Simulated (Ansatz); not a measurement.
C3H6BF can be A, `CC1CB1F`, or B, `FC1BCC1`.

Isolated molecules relaxed with PBE0-D4/def2-TZVP in Ansatz; ΔE leaves out vibrations. CCSD(T)/CBS adds triple-zeta CCSD(T) − MP2 to the extrapolated MP2 energy (def2 sets, frozen cores). DFT in def2-TZVPP. B3LYP here is the variant with VWN-RPA as its local correlation; programs differ in this.

Task: Which isomer does CCSD(T)/CBS put lower? Give the gap. (Estimate.)

Result: The calculation gave: A, by 149.7 kJ/mol.

Task: Give E(B) − E(A) in kJ/mol with r2SCAN-D4, B2PLYP, HF/def2-TZVPP, PBE0-D4, B3LYP, B3LYP-D4, PBE-D4. (Estimate.)

Result: The calculation gave: r2SCAN-D4 151.2, B2PLYP 156.5, HF/def2-TZVPP 161.1, PBE0-D4 146.7, B3LYP 157.9, B3LYP-D4 156.1, PBE-D4 145.8. None reverses the order clearly.

Largest T1 diagnostic: 0.012.

In def2-TZVPP, CCSD(T) changes the Hartree–Fock value by −11.6 kJ/mol (the triples alone add −2.3 kJ/mol) and MP2 by −6.4 kJ/mol.
